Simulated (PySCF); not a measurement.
Se(H)(SH) (H₂SSe), SMILES [SeH]S.

Geometry: PBE0-D3(BJ)/def2-TZVP.

Vertical ionisation energy (IE) and electron affinity (EA) in eV. Rows of orbital energies are one-electron estimates. Where ΔSCF, EOM or ADC give a negative EA the extra electron is unbound and the value depends on the basis.

| level | IE | EA |
|---|---|---|
| −ε(HOMO), −ε(LUMO), HF/def2-TZVPD (PySCF) | [?] | [?] |
| −ε(HOMO), −ε(LUMO), B3LYP/def2-TZVPD (PySCF) | 7.00 | 1.75 |
| ADC(2)/aug-cc-pVDZ (PySCF) | 9.07 | -0.30 |

Task: Fill in the missing entries. (An estimate is asked for; the answer gives what the named calculation found.)

Result: 
- −ε(HOMO), −ε(LUMO), HF/def2-TZVPD (PySCF), IE: 9.86
- −ε(HOMO), −ε(LUMO), HF/def2-TZVPD (PySCF), EA: -1.00

Task: Beyond the first one, list the lowest photoelectron lines from ADC(2)/aug-cc-pVDZ in PySCF with their pole strengths (two spins summed). (Estimate from the structure and the level; the computed values follow.)

Result: 9.41 eV (1.79), 11.76 eV (1.80), 13.31 eV (1.78), 14.54 eV (1.78), 20.45 eV (1.27).
